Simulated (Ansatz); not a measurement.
Relaxation of ClGaH$_{3}$N (6 atoms, charge 0, multiplicity 1), to a largest force component of 0.03 eV/Å in at most 50 steps.

Computed with RKS PBE-D4/def2-TZVP in Ansatz.

```xyz
6
Properties=species:S:1:pos:R:3
Ga -0.034 -0.253 -1.150
N 1.332 -0.015 1.644
H 1.108 0.753 2.279
H 1.995 -0.634 2.112
H 1.817 0.392 0.820
Cl -2.234 -0.245 -0.717
```

Task: Where does it end, and by what steps?

Result: It converged. The force dipped under the threshold on the way, but the program's further checks kept it going. After 19 steps the energy has fallen by 0.380 eV; Cl6 moved furthest, 1.08 Å.

| step | energy less start (eV) | largest force component (eV/Å) | accepted |
| --- | --- | --- | --- |
| 0 | 0.0000 | 0.798 | yes |
| 1 | -0.0628 | 0.807 | yes |
| 2 | -0.1046 | 1.286 | yes |
| 3 | -0.1867 | 0.347 | yes |
| 4 | -0.2437 | 0.294 | yes |
| 5 | -0.2933 | 0.132 | yes |
| 6 | -0.3339 | 0.317 | yes |
| 7 | -0.3606 | 0.293 | yes |
| 8 | -0.3583 | 0.542 | no |
| 9 | -0.3696 | 0.114 | yes |
| 10 | -0.3756 | 0.058 | yes |
| 11 | -0.3773 | 0.038 | yes |
| 12 | -0.3783 | 0.015 | yes |
| 13 | -0.3761 | 0.268 | no |
| 14 | -0.3792 | 0.058 | yes |
| 15 | -0.3796 | 0.055 | yes |
| 16 | -0.3798 | 0.046 | yes |
| 17 | -0.3794 | 0.082 | no |
| 18 | -0.3801 | 0.035 | yes |
| 19 | -0.3801 | 0.027 | yes |

```xyz
6
Properties=species:S:1:pos:R:3
Ga 0.288 -0.505 -0.969
N 1.286 0.016 1.209
H 0.427 0.338 1.668
H 1.658 -0.776 1.740
H 1.979 0.767 1.241
Cl -1.656 0.160 0.099
```

Whether the end is a true minimum wasn't checked by a vibrational analysis.

The run took 31 s on 4 threads of Intel(R) Xeon(R) Platinum 8175M CPU @ 2.50GHz (Skylake/Cascade Lake), on a shared host, peak memory 0.25 GiB.
